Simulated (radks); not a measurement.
Problem. Dy8+, configuration [Kr] 4d10 4f8 5s2 5p2 (the NIST ground configuration). Method: Dirac Kohn-Sham, PBE, spin-unpolarised, spherical densities, finite nucleus; open shells fill j = l - 1/2 first; Fermi nuclear charge, rms radius 5.2218 fm; computed with a radial shooting solver on a logarithmic mesh with Libxc functionals. Some entries of the table are withheld. Estimate them.

| orbital | occ. | eigenvalue (eV) | r(max) (bohr) | <r^2> (bohr^2) |
|---|---|---|---|---|
| 1s1/2 | 2 | -53719.49 | 0.01337 | 0.0006095 |
| 2s1/2 | 2 | -9047.816 | 0.07621 | 0.009461 |
| 2p1/2 | 2 | -8612.079 | 0.05740 | 0.006846 |
| 2p3/2 | 4 | -7811.830 | 0.06342 | 0.008072 |
| 3s1/2 | 2 | -2113.413 | 0.2157 | 0.06276 |
| 3p1/2 | 2 | -1923.145 | 0.2030 | 0.05826 |
| 3p3/2 | 4 | -1756.941 | 0.2157 | 0.06520 |
| 3d3/2 | 4 | -1429.660 | 0.1708 | 0.05169 |
| 3d5/2 | 6 | -1393.366 | 0.1744 | 0.05363 |
| 4s1/2 | 2 | (1) | 0.4940 | 0.3154 |
| 4p1/2 | 2 | -444.0610 | 0.4971 | 0.3300 |
| 4p3/2 | 4 | -406.6252 | 0.5238 | 0.3672 |
| 4d3/2 | 4 | -282.4599 | 0.5282 | 0.4129 |
| 4d5/2 | 6 | -275.6049 | 0.5368 | 0.4270 |
| 5s1/2 | 2 | -160.4214 | (2) | 1.569 |
| 5p1/2 | 2 | -136.7768 | (3) | 1.811 |
| 5p3/2 | 0 | -129.7890 | (4) | 1.985 |
| 4f5/2 | 6 | -125.8804 | 0.5235 | 0.6327 |
| 4f7/2 | 2 | -124.8078 | 0.5279 | 0.6442 |

Solution. 
(1) 4s1/2 eigenvalue (eV): -519.2798
(2) 5s1/2 r(max) (bohr): 1.107
(3) 5p1/2 r(max) (bohr): 1.177
(4) 5p3/2 r(max) (bohr): 1.237
